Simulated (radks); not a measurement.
The numbers below are computed, except where a source is named.
Ionisation of the nickel ion Ni2+, [Ar] 3d8, to [Ar] 3d7 as the strength of local exchange is varied. Level of theory: scalar-relativistic Kohn-Sham, Slater X-alpha exchange (alpha = 2/3 is LDA exchange), no correlation, spin-polarised, spherical densities, finite nucleus; open shells are filled with parallel spins first; Fermi nuclear charge, rms radius 3.7757 fm (a radial shooting solver on a logarithmic mesh with Libxc functionals).

| alpha | E(Ni2+) (hartree) | exchange (hartree) | IE (eV) | -e of the level emptied (eV) | <r> of it (bohr) |
|---|---|---|---|---|---|
| 0.623 | -1510.95615 | -53.98793 | 33.539 | 25.065 (3d) | 0.9987 |
| 0.667 | -1514.77686 | -57.95231 | 34.459 | 25.888 (3d) | 0.9882 |
| 0.756 | -1522.53562 | -66.03157 | 36.380 | 27.618 (3d) | 0.9679 |
| 0.845 | -1530.33516 | -74.19132 | 38.381 | 29.436 (3d) | 0.9486 |
| 0.971 | -1541.44669 | -85.88024 | 41.350 | 32.156 (3d) | 0.9231 |
| 0.978 | -1542.06638 | -86.53431 | 41.519 | 32.312 (3d) | 0.9217 |
| 0.984 | -1542.59774 | -87.09533 | 41.665 | 32.446 (3d) | 0.9206 |

NIST Atomic Spectra Database: 35.19 eV (measured). The Delta-SCF value meets it near alpha = 0.70. Open shells are spherical and high-spin; term and fine-structure splittings are not resolved.
